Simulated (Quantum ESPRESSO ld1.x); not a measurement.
Q: These are the eigenvalues of the occupied orbitals of an atom or ion with whole-number occupations (hartree). All-electron calculation, non-relativistic Kohn-Sham, LDA (Slater exchange, Perdew-Zunger correlation), spin-polarised, spherical densities, point nucleus. Program: ld1.x of Quantum ESPRESSO 7.5.

1s up: -1029.14
1s down: -1029.14
2s up: -153.894
2s down: -153.883
2p up: -144.191
2p down: -144.183
3s up: -31.4742
3s down: -31.4671
3p up: -27.4671
3p down: -27.4596
3d up: -20.0102
3d down: -20.0004
4s up: -6.84018
4s down: -6.80810
4p up: -5.49374
4p down: -5.46197
4d up: -3.23519
4d down: -3.20525

Which element is it, and in what charge state? The configuration may be excited. Open shells, if any, are filled with parallel spins first.

A: Z = 50, tin, charge +5: Sn5+ in [Kr] 4d9. The list shows which subshells hold electrons but not how many an open one holds; the 1s level, -1029.1 hartree, gives Z - s = 45.4 by -(Z - s)^2/2, which with screening narrows Z to a few neighbours, and the depths of the outer levels then fix element, charge and occupations together.
